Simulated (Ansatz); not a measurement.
F5V, SMILES [F][V]([F])([F])([F])[F] (connectivity only; charge and spin as stated), charge -1, multiplicity 2.

Coordinates come from a ωB97X-D3(BJ)/def2-SVPD optimisation. A frequency run showed that this geometry is not a minimum. The spin state was assumed, not searched. The isomer is the one that the SMILES or the coordinates give; other isomers of the formula were not compared.

Two levels are set side by side: PBE/def2-SVPD (Ansatz, a first-principles code) and PBE0/def2-SVPD (Ansatz). Energy differences of separate SCF runs at the same geometry; the states with an electron removed or added have multiplicity 1. Differences are taken from unrounded values.

```json
[
 {"quantity": "vertical ionisation energy (eV)", "PBE0": "5.11"}
]
```

**Question.** What does PBE give, and how far is it from PBE0? (An estimate is asked for; the answer gives what the named calculation found.)

**Answer.** 
| quantity | PBE | PBE minus PBE0 |
|---|---|---|
| vertical ionisation energy (eV) | 3.65 | -1.45 |
